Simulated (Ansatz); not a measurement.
Input file for Ansatz (an electronic-structure program): R-B3LYP/def2-TZVPPD on H2 (SMILES [H][H]) with ghost functions, monomers drawn apart or pushed together. Files ending in .json are basis or fitting sets from the Basis Set Exchange.

Ansatz 0.2 input:
```yaml
crystal:
  periodic: [false, false, false]
  atoms:
    - {symbol: H, position_ang: [0.12653990, 0.26496671, 2.70716014]}
    - {symbol: H, position_ang: [-0.05954470, -0.13041177, 3.30962052]}
basis:
  gaussian:
    orbitals: def2-TZVPPD.json
    ghost_atoms:
      - {symbol: C, position_ang: [0.16870368, 0.34907248, -0.09199768]}
      - {symbol: O, position_ang: [-0.18374212, -0.40427055, -0.84922749]}
hamiltonian:
  xc: {name: B3LYP}
scf: {lower_state_search: off}
```

The head of its log:

```
WARN ansatz: RAYON_NUM_THREADS=1 ignored (pool sized by the plan → 1); use --threads N
Functional definition: B3LYP
these checks for a lower state are left out or cut short: stability, starts, cluster_reference, orbital_swaps, neighbouring_geometries, increment
integrals: 0.02 GiB planned
456 factors; their error is unknown
mean field: 0.21 GiB planned
mean field evaluation 1: about -31.9498 eV, gradient 7.0e0 eV
mean field evaluation 2: about -32.1053 eV, gradient 1.5e0 eV
```

Q: Give the final energy of this run.

A: -1.1800 hartree.
